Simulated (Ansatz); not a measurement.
Ag₃H₄⁻, relaxed as a singlet with RKS r2SCAN-D4/def2-TZVPD in Ansatz, starting from the GFN1-xTB geometry. Force threshold 0.02 eV/Å.

In the def2 sets Ag takes a core potential; there is no spin–orbit coupling. Another isomer (singlet) lies 0.04 eV lower at PBE0-D4/def2-TZVPD; other spin states weren't run for this one.

Start:

Cartesian coordinates in Å:
```
Ag 0.462 -1.016 0.158
Ag -0.529 1.479 -0.799
Ag -1.003 0.479 1.717
H -1.113 2.952 -0.732
H 0.198 -0.072 -1.131
H 1.376 -1.992 -0.679
H 0.608 -1.830 1.468
```

Q: Estimate the energy that the relaxation releases and the steps that it takes.

A: 160.1 kJ/mol, in 28 steps; 68 s on 4 threads of Arm Neoverse V2 on a shared host. No frequencies were taken in this run, so the end may be a saddle point.

Q: Does the start keep its bonding and symmetry?

A: Bonds lost: Ag1–Ag3, Ag1–H7 (atoms count from 1). Bonds formed: Ag3–H4, Ag3–H7 (atoms count from 1).

Q: Predict the relaxed structure.

A: 
Cartesian coordinates in Å:
```
Ag 1.2569 -1.3419 -1.6907
Ag -0.2339 0.8152 -0.6590
Ag -1.1440 0.9510 2.0051
H -1.0910 1.8044 0.4623
H 0.5149 0.2082 -2.0876
H 2.0186 -2.7967 -1.5616
H -1.3216 0.3598 3.5315
```
Bond lengths (bridged metal pairs left out): 6 × Ag–H 1.65 to 1.76 Å.
